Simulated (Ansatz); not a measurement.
The cluster Mg2Al2⁺. Total charge 1; doublet. Geometry PBE0-D4/def2-TZVP, that of the neutral singlet.

```xyz
4

Al   -0.599    1.306    0.775
Al   -1.062   -0.446   -1.155
Mg    0.132   -1.340    1.185
Mg    1.529    0.481   -0.804
```

LC-ωPBE has ω = 0.4 bohr⁻¹. The structure comes from a short search, and lower isomers may exist.

(1) Estimate the α-spin orbital energies around the gap (eV) in Ansatz with PBE-D4/def2-TZVP, BLYP-D4/def2-TZVP, r2SCANh-D4/def2-TZVP, PBE0-D4/def2-TZVP, LC-ωPBE/def2-TZVP.

Answers

(1) 
```
orbital  PBE-D4/def2-TZVP  BLYP-D4/def2-TZVP  r2SCANh-D4/def2-TZVP  PBE0-D4/def2-TZVP  LC-ωPBE/def2-TZVP
 HOMO−9            -51.99             -51.97                -54.94             -56.10             -57.92
 HOMO−8            -51.99             -51.97                -54.94             -56.09             -57.91
 HOMO−7            -51.99             -51.97                -54.94             -56.09             -57.91
 HOMO−6            -51.98             -51.97                -54.93             -56.09             -57.90
 HOMO−5            -51.98             -51.96                -54.93             -56.09             -57.90
 HOMO−4            -14.47             -14.29                -15.32             -15.90             -19.21
 HOMO−3            -11.20             -11.04                -11.71             -12.14             -14.63
 HOMO−2            -10.04              -9.85                -10.36             -10.69             -12.56
 HOMO−1             -9.75              -9.56                -10.04             -10.38             -12.18
   HOMO             -8.11              -7.89                 -8.58              -8.82             -10.92
   LUMO             -7.09              -6.93                 -6.76              -6.46              -4.71
 LUMO+1             -6.99              -6.76                 -6.67              -6.35              -4.58
 LUMO+2             -6.84              -6.70                 -6.48              -6.20              -4.47
 LUMO+3             -6.72              -6.50                 -6.38              -6.06              -4.27
 LUMO+4             -6.18              -5.97                 -5.83              -5.56              -3.89
 LUMO+5             -3.75              -3.62                 -3.18              -3.09              -1.34
 β HOMO             -9.68              -9.51                -10.01             -10.32             -12.17
 β LUMO             -7.29              -7.21                 -6.78              -6.59              -4.77
```
